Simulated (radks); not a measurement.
Te I, configuration [Kr] 4d10 5s2 5p4.

Calculated with a radial shooting solver on a logarithmic mesh with Libxc functionals: scalar-relativistic Kohn-Sham, PBE, spin-polarised, spherical densities, finite nucleus; open shells are filled with parallel spins first (spin-orbit coupling, left out, can overturn this in heavy ions); Fermi nuclear charge, rms radius 4.7423 fm.

Energy parts (hartree):
part                        energy
total                  -6794.29625
kinetic                 7118.26743
electron-nucleus      -16435.40975
Hartree                 2698.38764
exchange-correlation    -175.54158

Orbitals (lengths in bohr, moments of r in powers of bohr; <r^-3> diverges for s and p1/2):
orbital,occ.,eigenvalue (hartree),<r^2>,<r^-3>,<1/r>,<r>
1s up,1,-1162.264,0.001048,-,55.57,0.02781
1s down,1,-1162.263,0.001048,-,55.57,0.02781
2s up,1,-178.2327,0.01694,-,12.72,0.1199
2s down,1,-178.2320,0.01694,-,12.72,0.1199
2p up,3,-160.0034,0.01340,5395,12.18,0.1048
2p down,3,-160.0019,0.01340,5395,12.18,0.1048
3s up,1,-35.46657,0.1186,-,4.545,0.3221
3s down,1,-35.46499,0.1186,-,4.545,0.3221
3p up,3,-29.54019,0.1190,1021,4.323,0.3202
3p down,3,-29.53838,0.1189,1021,4.323,0.3202
3d up,5,-20.57846,0.1043,140.6,4.088,0.2968
3d down,5,-20.57674,0.1043,140.6,4.088,0.2968
4s up,1,-6.03877,0.6609,-,1.822,0.7647
4s down,1,-6.03492,0.6607,-,1.821,0.7646
4p up,3,-4.20260,0.7693,194.0,1.663,0.8212
4p down,3,-4.19863,0.7684,194.0,1.664,0.8209
4d up,5,-1.53035,1.116,19.49,1.366,0.9737
4d down,5,-1.52338,1.106,19.59,1.370,0.9700
5s up,1,-0.57342,4.953,-,0.6205,2.089
5s down,1,-0.52816,4.931,-,0.6257,2.081
5p up,3,-0.23769,8.107,15.83,0.4852,2.648
5p down,1,-0.19108,8.561,15.59,0.4790,2.707

The highest occupied level is 5p down at -5.199 eV. For comparison, the ionisation energy in NIST's Atomic Spectra Database is 9.010 eV (measured). In exact Kohn-Sham theory the highest level is minus the ionisation energy, but local and semilocal functionals leave it too shallow, through self-interaction and a potential that decays too fast; potentials with the right tail come closer. Spin moment in Bohr magnetons: 2. The density falls to 0.001 e/bohr^3 at r = 4.61 bohr. The electron density at the nucleus is 2.35e+05 e/bohr^3 (large components only). Summed over all electrons, <r^2> = 61.92 bohr^2, which gives a Langevin (diamagnetic) susceptibility term of -49 x 10^-6 cm^3/mol. The spin density at the nucleus is -1.647 e/bohr^3 (1s -0.217, 2s 0.065, 3s 0.042, 4s 0.166, 5s -1.704).
